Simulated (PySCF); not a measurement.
Simulated absorption spectrum

Compound: C4H6ClF3Si.
InChI=1S/C4H6ClF3Si/c1-2-3-9(8)4(5,6)7/h2,9H,1,3H2/t9-/m1/s1

Theory: TDDFT CAM-B3LYP/def2-SVPD, vertical, gas phase, core orbitals frozen in the response (PySCF). The structure is a single GFN2-xTB conformer in the gas phase; no vibrational or solvent corrections. Torsions of this conformer, `[CH2:1]=[CH:2][CH2:3][Si@@H:4]([F:5])[C:6]([F:7])([F:8])[Cl:9]`: C1–C2–C3–Si4 112°, C2–C3–Si4–F5 65°, C3–Si4–C6–F7 68°.

Computed states:

```tsv
state	E (eV)	f
S1	6.60	0.287
S2	7.20	0.021
S3	7.44	0.054
S4	7.58	0.185
S5	7.71	0.0082
S6	7.92	0.018
S7	8.12	0.014
S8	8.17	0.036
```

Broadening: Gaussians 0.4 eV wide at half height, area fixed by f = 4.319×10⁻⁹ ∫ε dν̃. The width is an assumption, not a result. The curve ends short of the highest state used, and states not computed would add to its high-energy end.

(1) Give the broadened spectrum and its maxima.

(2) On this curve, what absorbance would a 10⁻³ mol/L sample give at 193 nm over a 1 cm path?

(3) Coming from long wavelengths, where does ε first pass 100 L mol⁻¹ cm⁻¹?

## Answers

(1) 
| λ (nm) | ε (L mol⁻¹ cm⁻¹) |
| --- | --- |
| 163.8 | 15773 |
| 164.6 | 15710 |
| 165.3 | 15194 |
| 166.1 | 14163 |
| 166.9 | 12790 |
| 167.7 | 11226 |
| 168.5 | 9612 |
| 169.2 | 8251 |
| 170.0 | 6824 |
| 170.8 | 5579 |
| 171.6 | 4530 |
| 172.4 | 3674 |
| 173.1 | 3071 |
| 173.9 | 2537 |
| 174.7 | 2161 |
| 175.5 | 1946 |
| 176.3 | 1908 |
| 177.0 | 2040 |
| 177.8 | 2408 |
| 178.6 | 3038 |
| 179.4 | 3958 |
| 180.2 | 5178 |
| 180.9 | 6483 |
| 181.7 | 8214 |
| 182.5 | 10132 |
| 183.3 | 12141 |
| 184.1 | 14122 |
| 184.8 | 15727 |
| 185.6 | 17299 |
| 186.4 | 18483 |
| 187.2 | 19191 |
| 188.0 | 19380 |
| 188.7 | 19114 |
| 189.5 | 18351 |
| 190.3 | 17167 |
| 191.1 | 15658 |
| 191.9 | 13933 |
| 192.6 | 12334 |
| 193.4 | 10496 |
| 194.2 | 8730 |
| 195.0 | 7100 |
| 195.8 | 5650 |
| 196.5 | 4546 |
| 197.3 | 3478 |
| 198.1 | 2608 |
| 198.9 | 1917 |
| 199.7 | 1382 |
| 200.4 | 1022 |
| 201.2 | 712 |
| 202.0 | 487 |
| 202.8 | 327 |
| 203.6 | 216 |
| 204.3 | 149 |
| 205.1 | 95 |
| 205.9 | 60 |
| 206.7 | 37 |

Maxima: 188 nm (6.60 eV), ε about 19000, made up of S1 (100%); 164 nm (7.55 eV), ε about 16000, made up of S3 (18%) and S4 (78%) (ε in L mol⁻¹ cm⁻¹; maxima over ε = 5, shares over 10%).

(2) 193 nm is 6.424 eV, where ε is about 11000 L mol⁻¹ cm⁻¹, so A = ε c l ≈ 11 (Beer–Lambert, with the gas-phase spectrum and the assumed width).

(3) At about 205 nm (6.05 eV), 0.55 eV below S1.
